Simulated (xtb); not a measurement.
pyridine (C5H5N), singlet, from a rough starting geometry; GFN2-xTB run with xtb.

The xtb input:
```
$ xtb mol.xyz --gfn 2 --opt vtight --json

# file mol.xyz
11

N      0.03368758    -0.01138707     1.66355430
C     -0.04877365     0.01525017    -1.12043657
C      0.02122607     1.17677442     0.88199605
C      0.02655741    -1.15515011     0.88041341
C      0.00101927    -1.17752893    -0.46726925
C      0.00981924     1.21364672    -0.51772977
H      0.02504229    -0.04079388    -2.26580899
H      0.02352597     2.06382771     1.51280782
H      0.00207440    -2.08124341     1.48775044
H      0.01968960    -2.15823273    -0.98433649
H      0.01761243     2.16500502    -0.94143029
```

Q: Predict the main parts of the log of this xtb run.

A: 
```
   ID    Z sym.   atoms
    1    7 N      1
    2    6 C      2-6
    3    1 H      7-11

           -------------------------------------------------
          |                Calculation Setup                |
           -------------------------------------------------

           -------------------------------------------------
          |                 G F N 2 - x T B                 |
           -------------------------------------------------

          ...................................................
          :                      SETUP                      :
          :.................................................:
          :  # basis functions                  29          :
          :  # atomic orbitals                  29          :
          :  # shells                           17          :
          :  # electrons                        30          :
          :  max. iterations                   250          :
          :  Hamiltonian                  GFN2-xTB          :
          :  restarted?                      false          :
          :  GBSA solvation                  false          :
          :  PC potential                    false          :
          :  electronic temp.          300.0000000     K    :
          :  accuracy                    1.0000000          :
          :  -> integral cutoff          0.2500000E+02      :
          :  -> integral neglect         0.1000000E-07      :
          :  -> SCF convergence          0.1000000E-05 Eh   :
          :  -> wf. convergence          0.1000000E-03 e    :
          :  Broyden damping             0.4000000          :
          :  net charge                          0          :
          :  unpaired electrons                  0          :
          ...................................................

 iter      E             dE          RMSdq      gap      omega  full diag
   1    -16.3872098 -0.163872E+02  0.507E+00    3.58       0.0  T
   2    -16.3990449 -0.118351E-01  0.312E+00    3.37       1.0  T
   3    -16.3933587  0.568611E-02  0.105E+00    3.13       1.0  T
   4    -16.4003719 -0.701319E-02  0.338E-01    3.10       1.0  T
   5    -16.4011072 -0.735257E-03  0.784E-02    3.09       1.0  T
   6    -16.4011478 -0.405748E-04  0.325E-02    3.10       1.0  T
   7    -16.4011468  0.976140E-06  0.132E-02    3.10       2.3  T
   8    -16.4011488 -0.199799E-05  0.245E-03    3.10      12.3  T
   9    -16.4011488  0.854889E-09  0.102E-03    3.10      29.5  T
  10    -16.4011488 -0.673962E-08  0.461E-04    3.10      65.5  T
  11    -16.4011488 -0.870585E-09  0.872E-05    3.10     346.0  T

   *** convergence criteria satisfied after 11 iterations ***

         :::::::::::::::::::::::::::::::::::::::::::::::::::::
         ::                     SUMMARY                     ::
         :::::::::::::::::::::::::::::::::::::::::::::::::::::
         :: total energy             -16.126606330287 Eh    ::
         :: gradient norm              0.183378418657 Eh/a0 ::
         :: HOMO-LUMO gap              3.098985652403 eV    ::
         ::.................................................::
         :: SCC energy               -16.401144253320 Eh    ::
         :: -> isotropic ES            0.008043853163 Eh    ::
         :: -> anisotropic ES          0.002381421330 Eh    ::
         :: -> anisotropic XC          0.017030654043 Eh    ::
         :: -> dispersion             -0.007222135784 Eh    ::
         :: repulsion energy           0.274537923033 Eh    ::
         :: add. restraining           0.000000000000 Eh    ::
         :: total charge              -0.000000000000 e     ::
         :::::::::::::::::::::::::::::::::::::::::::::::::::::

      -----------------------------------------------------------
     |                   =====================                   |
     |                        A N C O P T                        |
     |                   =====================                   |
     |               Approximate Normal Coordinate               |
     |                Rational Function Optimizer                |
      -----------------------------------------------------------
      -----------------------------------------------------------
     |                   =====================                   |
     |                        A N C O P T                        |
     |                   =====================                   |
     |               Approximate Normal Coordinate               |
     |                Rational Function Optimizer                |
      -----------------------------------------------------------

          ...................................................
          :                      SETUP                      :
          :.................................................:
          :   optimization level         verytight          :
          :   max. optcycles                   220          :
          :   ANC micro-cycles                  20          :
          :   degrees of freedom                27          :
          :.................................................:
          :   RF solver                   davidson          :
          :   write xtbopt.log                true          :
          :   linear?                        false          :
          :   energy convergence         0.1000000E-06 Eh   :
          :   grad. convergence          0.2000000E-03 Eh/α :
          :   maxmium RF displ.          1.0000000          :
          :   Hlow (freq-cutoff)         0.1000000E-01      :
          :   Hmax (freq-cutoff)         5.0000000          :
          :   S6 in model hess.         20.0000000          :
          ...................................................

generating ANC from exact Hessian ...
Using Lindh-Hessian (1995)
 Shifting diagonal of input Hessian by    0.0000000000000000
 Lowest  eigenvalues of input Hessian
    0.000000    0.000000    0.000000    0.000000    0.000000    0.000000
[...]
 * total energy  :   -16.1266063 Eh     change       -0.2483347E-11 Eh
 * total energy  :   -16.1464696 Eh     change       -0.1986331E-01 Eh
 * total energy  :   -16.1495310 Eh     change       -0.3061328E-02 Eh
 * total energy  :   -16.1500206 Eh     change       -0.4896006E-03 Eh
 * total energy  :   -16.1500837 Eh     change       -0.6315433E-04 Eh
 * total energy  :   -16.1501055 Eh     change       -0.2176138E-04 Eh
 * total energy  :   -16.1501070 Eh     change       -0.1541210E-05 Eh
 * total energy  :   -16.1501083 Eh     change       -0.1269262E-05 Eh
 * total energy  :   -16.1501084 Eh     change       -0.9826026E-07 Eh
   *** GEOMETRY OPTIMIZATION CONVERGED AFTER 9 ITERATIONS ***
         :: total energy             -16.150108395166 Eh    ::
[...]
         :: -> anisotropic ES          0.002126393861 Eh    ::
         :: -> anisotropic XC          0.016714106179 Eh    ::
         :: -> dispersion             -0.007250466670 Eh    ::
         :: repulsion energy           0.285696970670 Eh    ::
         :: add. restraining           0.000000000000 Eh    ::
         :: total charge               0.000000000000 e     ::
         :::::::::::::::::::::::::::::::::::::::::::::::::::::

           -------------------------------------------------
          |                Property Printout                |
           -------------------------------------------------

    * Orbital Energies and Occupations

         #    Occupation            Energy/Eh            Energy/eV
      -------------------------------------------------------------
         1        2.0000           -0.6636013             -18.0575
       ...           ...                  ...                  ...
         3        2.0000           -0.6285919             -17.1049
         4        2.0000           -0.5912689             -16.0892
         5        2.0000           -0.5850249             -15.9193
         6        2.0000           -0.5412843             -14.7291
         7        2.0000           -0.5163018             -14.0493
         8        2.0000           -0.5069433             -13.7946
         9        2.0000           -0.5066684             -13.7871
        10        2.0000           -0.4886033             -13.2956
        11        2.0000           -0.4725652             -12.8592
        12        2.0000           -0.4400795             -11.9752
        13        2.0000           -0.4382705             -11.9259
        14        2.0000           -0.4190113             -11.4019
        15        2.0000           -0.3679580             -10.0126 (HOMO)
        16                         -0.2499528              -6.8016 (LUMO)
        17                         -0.2383119              -6.4848
        18                         -0.1116662              -3.0386
        19                          0.1152019               3.1348
        20                          0.1261688               3.4332
        21                          0.1570121               4.2725
        22                          0.1793766               4.8811
        23                          0.1802576               4.9051
        24                          0.3004474               8.1756
        25                          0.3889254              10.5832
        26                          0.4191859              11.4066
       ...                                ...                  ...
        29                          0.6166206              16.7791
      -------------------------------------------------------------
                  HL-Gap            0.1180052 Eh            3.2111 eV
             Fermi-level           -0.3089554 Eh           -8.4071 eV

     #   Z          covCN         q      C6AA      α(0)
     1   7 N        1.836    -0.217    26.577     7.640
     2   6 C        2.929    -0.010    28.270     8.720
     3   6 C        2.915     0.060    26.644     8.464
     4   6 C        2.915     0.060    26.644     8.464
     5   6 C        2.914    -0.038    28.944     8.822
     6   6 C        2.914    -0.038    28.944     8.822
     7   1 H        0.926     0.034     2.524     2.484
     8   1 H        0.925     0.039     2.466     2.456
     9   1 H        0.925     0.039     2.466     2.456
    10   1 H        0.926     0.035     2.512     2.478
    11   1 H        0.926     0.035     2.512     2.478

 Mol. C6AA /au·bohr⁶  :       1554.611921
 Mol. C8AA /au·bohr⁸  :      37458.405158
 Mol. α(0) /au        :         63.284923

Wiberg/Mayer (AO) data.
largest (>0.10) Wiberg bond orders for each atom

 ---------------------------------------------------------------------------
     #   Z sym  total        # sym  WBO       # sym  WBO       # sym  WBO
 ---------------------------------------------------------------------------
     1   7 N    3.064 --     3 C    1.442     4 C    1.441     2 C    0.104
     2   6 C    3.991 --     6 C    1.443     5 C    1.443     7 H    0.970
                             1 N    0.104
     3   6 C    3.983 --     1 N    1.442     6 C    1.426     8 H    0.964
                             5 C    0.117
     4   6 C    3.983 --     1 N    1.441     5 C    1.426     9 H    0.964
                             6 C    0.117
     5   6 C    3.992 --     2 C    1.443     4 C    1.426    10 H    0.971
                             3 C    0.117
     6   6 C    3.992 --     2 C    1.443     3 C    1.426    11 H    0.971
                             4 C    0.117
     7   1 H    0.999 --     2 C    0.970
     8   1 H    0.999 --     3 C    0.964
     9   1 H    0.999 --     4 C    0.964
    10   1 H    0.999 --     5 C    0.971
    11   1 H    0.999 --     6 C    0.971
 ---------------------------------------------------------------------------

Topologies differ in total number of bonds
Writing topology from bond orders to xtbtopo.mol

molecular dipole:
                 x           y           z       tot (Debye)
 q only:       -0.002       0.001      -0.413
   full:       -0.005       0.001      -0.827       2.101
molecular quadrupole (traceless):
                xx          xy          yy          xz          yz          zz
 q only:       -1.125       0.007       2.585      -0.016       0.005      -1.460
  q+dip:       -3.380       0.016       5.368      -0.022       0.008      -1.988
   full:       -0.716       0.009       4.306      -0.045       0.009      -3.589

optimized geometry written to: xtbopt.xyz

           -------------------------------------------------
          | TOTAL ENERGY              -16.150108395166 Eh   |
          | GRADIENT NORM               0.000110797306 Eh/α |
          | HOMO-LUMO GAP               3.211084835197 eV   |
           -------------------------------------------------
```
